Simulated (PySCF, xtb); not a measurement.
CH₅S, SMILES C[SH2+], charge +1.

Harmonic wavenumbers (cm⁻¹) from GFN2-xTB (xtb 6.7.1) at its own minimum, in rising order: 221, 695, 719, 763, 988, 1005, 1088, 1325, 1391, 1407, 2273, 2283, 3046, 3050, 3067.

What does PBE-D3(BJ)/def2-TZVP run with PySCF 2.14.0 give at its own minimum? (Estimate from the structure and the level; the computed values follow.)

241, 637, 727, 760, 1021, 1073, 1159, 1316, 1405, 1406, 2546, 2556, 3003, 3102, 3130. Paired by order, the mean absolute difference is 66 cm⁻¹ and the zero-point energies are 33.3 and 34.4 kcal/mol.
